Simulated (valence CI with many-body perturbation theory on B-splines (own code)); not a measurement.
# E1 line list for Nd LIV

Level of theory: relativistic CI+MBPT: five valence electrons over a frozen Dirac-Fock core [He], a basis of 11 s, 11 p, 10 d, 8 f, 5 g, 2 h functions for each j, with the one-electron correlation potential Σ1, the two-electron term Σ2, the three-electron term Σ3, Breit, model QED; selected CI, second order for the rest, scaled by the run's own slope (own B-spline code, finite nucleus).

The last digits are not significant, and no measured levels were compared; by estimate large intervals hold to a few tenths of a per cent, small ones and those within an open d or f shell to about a per cent. Among the levels kept, up to 7300 cm⁻¹ of a level comes from second order outside the variational space, and about a tenth of that is noise between levels of different J, which matters for small intervals.

Lines 101 to 150 of 600 in falling wavelength, among levels below 61549 × 10³ cm⁻¹, chosen from the strongest by gf and those to the six lowest levels. Wavelengths and rates use the calculated energies. Electric multipoles are in the length gauge with retardation, E1 and E2 with the static RPA response of the core. Weak lines are less certain than strong ones. Lines between different terms over intervals too small for the method are left out, as are lines whose strength nearly cancels. Where a level lies close to another of its J and parity, the split of strength between their lines is uncertain. The highest levels of a list are the least certain.

Levels are named by their leading jj configuration (3d3/2^4 stands for four electrons in 3d with j = 3/2), which in mixed levels can hold well under half, so a name can repeat and another be missing. Letters in brackets count levels of one name in rising energy.

| λ vac (nm) | Upper | Lower | A (s⁻¹) | log gf | Branch % |
| --- | --- | --- | --- | --- | --- |
| 5.275 | (2s 2p1/2^2 2p3/2 3d3/2) J=5/2 [b] | (2s 2p1/2^2 2p3/2 3p1/2) J=3/2 [b] | 9.95e+10 | -0.60 | 0.2 |
| 5.274 | (2s 2p1/2 2p3/2^2 3d5/2) J=9/2 [a] | (2s 2p1/2 2p3/2^2 3p1/2) J=7/2 | 2.03e+10 | -1.07 | 4.8 |
| 5.263 | (2s 2p1/2^2 2p3/2 3d3/2) J=5/2 [a] | (2s 2p1/2^2 2p3/2 3p1/2) J=5/2 | 8.06e+10 | -0.70 | 0.1 |
| 5.260 | (2s^2 2p1/2 2p3/2 3p3/2) J=7/2 | (2s^2 2p1/2 2p3/2 3s) J=5/2 | 2.17e+11 | -0.14 | 23.5 |
| 5.251 | (2s 2p1/2^2 2p3/2 3d3/2) J=5/2 [a] | (2s 2p1/2^2 2p3/2 3p1/2) J=3/2 [a] | 5.87e+10 | -0.84 | 0.1 |
| 5.244 | (2s^2 2p3/2^2 3d3/2) J=3/2 [a] | (2s^2 2p3/2^2 3p1/2) J=3/2 | 9.32e+10 | -0.81 | 0.0 |
| 5.243 | (2s^2 2p3/2^2 3d3/2) J=5/2 | (2s^2 2p3/2^2 3p1/2) J=5/2 | 5.74e+10 | -0.85 | 0.0 |
| 5.227 | (2s 2p1/2 2p3/2^2 3p3/2) J=7/2 [a] | (2s 2p1/2 2p3/2^2 3s) J=5/2 [a] | 2.23e+11 | -0.14 | 1.5 |
| 5.221 | (2s^2 2p1/2 2p3/2 3d3/2) J=3/2 [a] | (2s^2 2p1/2 2p3/2 3p1/2) J=3/2 [a] | 5.02e+10 | -1.09 | 0.0 |
| 5.216 | (2p1/2^2 2p3/2^2 3p3/2) J=3/2 | (2s 2p1/2 2p3/2^2 3p3/2) J=3/2 [f] | 1.02e+11 | -0.78 | 0.1 |
| 5.197 | (2s^2 2p3/2^2 3d3/2) J=3/2 [b] | (2s^2 2p3/2^2 3p1/2) J=1/2 | 1.11e+11 | -0.75 | 0.0 |
| 5.196 | (2s^2 2p1/2 2p3/2 3p3/2) J=3/2 [a] | (2s^2 2p1/2 2p3/2 3s) J=1/2 | 8.06e+10 | -0.88 | 5.4 |
| 5.191 | (2s 2p1/2^2 2p3/2 3d3/2) J=5/2 [b] | (2s^2 2p1/2 2p3/2 3d5/2) J=3/2 [a] | 4.59e+10 | -0.95 | 0.1 |
| 5.182 | (2s 2p1/2 2p3/2^2 3p3/2) J=5/2 [a] | (2s 2p1/2 2p3/2^2 3s) J=5/2 [a] | 1.05e+11 | -0.60 | 0.1 |
| 5.177 | (2s^2 2p3/2^2 3p3/2) J=5/2 | (2s^2 2p3/2^2 3s) J=5/2 | 7.14e+10 | -0.76 | 0.2 |
| 5.176 | (2s^2 2p1/2 2p3/2 3d3/2) J=5/2 [a] | (2s^2 2p1/2 2p3/2 3p1/2) J=3/2 [a] | 1.28e+11 | -0.51 | 0.3 |
| 5.176 | (2s 2p1/2 2p3/2^2 3d3/2) J=3/2 [a] | (2s 2p1/2 2p3/2^2 3p1/2) J=3/2 [a] | 1.23e+11 | -0.70 | 0.1 |
| 5.175 | (2s 2p1/2^2 2p3/2 3p3/2) J=3/2 [b] | (2s 2p1/2^2 2p3/2 3s) J=1/2 | 9.09e+10 | -0.84 | 0.1 |
| 5.174 | (2s^2 2p3/2^2 3d3/2) J=5/2 | (2s^2 2p3/2^2 3p1/2) J=3/2 | 7.55e+10 | -0.74 | 0.0 |
| 5.170 | (2s 2p1/2^2 2p3/2 3d3/2) J=3/2 [a] | (2s 2p1/2^2 2p3/2 3p1/2) J=3/2 [a] | 1.28e+11 | -0.69 | 0.1 |
| 5.170 | (2s 2p1/2 2p3/2^2 3p3/2) J=3/2 [c] | (2s 2p1/2 2p3/2^2 3s) J=1/2 [a] | 2.17e+11 | -0.46 | 0.3 |
| 5.166 | (2s^2 2p3/2^2 3d3/2) J=1/2 | (2s^2 2p3/2^2 3p1/2) J=3/2 | 9.85e+10 | -1.10 | 0.0 |
| 5.152 | (2s^2 2p3/2^2 3d3/2) J=7/2 | (2s^2 2p3/2^2 3p1/2) J=5/2 | 1.69e+11 | -0.27 | 0.0 |
| 5.151 | (2s^2 2p3/2^2 3p3/2) J=7/2 | (2s^2 2p3/2^2 3s) J=5/2 | 2.42e+11 | -0.11 | 3.0 |
| 5.150 | (2s^2 2p1/2^2 3d3/2) J=3/2 | (2s^2 2p1/2^2 3p1/2) J=1/2 | 1.56e+11 | -0.61 | 0.1 |
| 5.149 | (2s 2p1/2 2p3/2^2 3d3/2) J=7/2 [a] | (2s 2p1/2 2p3/2^2 3p1/2) J=5/2 [a] | 1.38e+11 | -0.36 | 0.1 |
| 5.147 | (2s^2 2p1/2 2p3/2 3d3/2) J=7/2 | (2s^2 2p1/2 2p3/2 3p1/2) J=5/2 | 1.51e+11 | -0.32 | 6.0 |
| 5.146 | (2s 2p1/2 2p3/2^2 3d3/2) J=1/2 [a] | (2s 2p1/2 2p3/2^2 3p1/2) J=3/2 [a] | 1.65e+11 | -0.88 | 0.2 |
| 5.134 | (2s 2p1/2^2 2p3/2 3d3/2) J=7/2 | (2s 2p1/2^2 2p3/2 3p1/2) J=5/2 | 1.18e+11 | -0.43 | 10.9 |
| 5.131 | (2s 2p1/2 2p3/2^2 3d3/2) J=1/2 [b] | (2s 2p1/2 2p3/2^2 3p1/2) J=1/2 [b] | 1.05e+11 | -1.08 | 0.0 |
| 5.129 | (2s 2p1/2 2p3/2^2 3d3/2) J=7/2 [c] | (2s 2p1/2 2p3/2^2 3p1/2) J=5/2 [c] | 1.10e+11 | -0.46 | 0.1 |
| 5.123 | (2s 2p1/2^2 2p3/2 3p3/2) J=3/2 [b] | (2s 2p1/2^2 2p3/2 3s) J=3/2 [b] | 1.15e+11 | -0.74 | 0.1 |
| 5.118 | (2s 2p1/2^2 2p3/2 3d3/2) J=1/2 [a] | (2s 2p1/2^2 2p3/2 3p1/2) J=3/2 [a] | 1.59e+11 | -0.90 | 0.3 |
| 5.110 | (2s 2p1/2 2p3/2^2 3d3/2) J=9/2 | (2s 2p1/2 2p3/2^2 3p1/2) J=7/2 | 1.14e+11 | -0.35 | 6.7 |
| 5.108 | (2s 2p1/2 2p3/2^2 3d3/2) J=3/2 [c] | (2s 2p1/2 2p3/2^2 3p1/2) J=1/2 [a] | 1.18e+11 | -0.73 | 0.0 |
| 5.105 | (2s 2p1/2 2p3/2^2 3d3/2) J=5/2 [a] | (2s 2p1/2 2p3/2^2 3p1/2) J=3/2 [a] | 7.04e+10 | -0.78 | 0.0 |
| 5.101 | (2s 2p1/2 2p3/2^2 3p3/2) J=9/2 | (2s 2p1/2 2p3/2^2 3s) J=7/2 | 1.55e+11 | -0.22 | 14.2 |
| 5.096 | (2s^2 2p1/2 2p3/2 3d3/2) J=3/2 [a] | (2s^2 2p1/2 2p3/2 3p1/2) J=1/2 | 9.65e+10 | -0.82 | 0.1 |
| 5.092 | (2s 2p1/2^2 2p3/2 3p3/2) J=1/2 [b] | (2s 2p1/2^2 2p3/2 3s) J=1/2 | 2.03e+11 | -0.80 | 2.4 |
| 5.073 | (2s 2p1/2 2p3/2^2 3p3/2) J=7/2 [b] | (2s 2p1/2 2p3/2^2 3s) J=7/2 | 1.25e+11 | -0.41 | 0.2 |
| 5.073 | (2s 2p1/2 2p3/2^2 3d3/2) J=5/2 [d] | (2s 2p1/2 2p3/2^2 3p1/2) J=3/2 [b] | 4.46e+10 | -0.99 | 0.0 |
| 5.069 | (2s 2p1/2^2 2p3/2 3p3/2) J=5/2 [a] | (2s 2p1/2^2 2p3/2 3s) J=3/2 [a] | 6.07e+10 | -0.85 | 0.0 |
| 5.059 | (2s^2 2p1/2 2p3/2 3p3/2) J=5/2 [a] | (2s^2 2p1/2 2p3/2 3s) J=3/2 [a] | 2.36e+11 | -0.26 | 2.3 |
| 5.049 | (2s^2 2p1/2^2 3p3/2) J=3/2 | (2s^2 2p1/2^2 3s) J=1/2 | 2.49e+11 | -0.42 | 29.3 |
| 5.045 | (2s^2 2p1/2 2p3/2 3p3/2) J=3/2 [b] | (2s^2 2p1/2 2p3/2 3s) J=3/2 [b] | 9.75e+10 | -0.83 | 0.5 |
| 5.025 | (2s^2 2p1/2 2p3/2 3p3/2) J=3/2 [a] | (2s^2 2p1/2 2p3/2 3s) J=3/2 [a] | 5.26e+10 | -1.10 | 3.5 |
| 5.014 | (2s^2 2p1/2 2p3/2 3d3/2) J=1/2 [a] | (2s^2 2p1/2 2p3/2 3p1/2) J=1/2 | 1.43e+11 | -0.97 | 0.1 |
| 5.009 | (2s 2p1/2 2p3/2^2 3p3/2) J=3/2 [a] | (2s 2p1/2 2p3/2^2 3s) J=3/2 [a] | 1.78e+11 | -0.57 | 0.1 |
| 5.000 | (2s 2p1/2^2 2p3/2 3p3/2) J=7/2 | (2s 2p1/2^2 2p3/2 3s) J=5/2 | 1.25e+11 | -0.43 | 4.2 |
| 4.994 | (2p1/2^2 2p3/2^2 3s) J=5/2 | (2s 2p1/2 2p3/2^2 3s) J=5/2 [c] | 8.69e+10 | -0.71 | 0.1 |
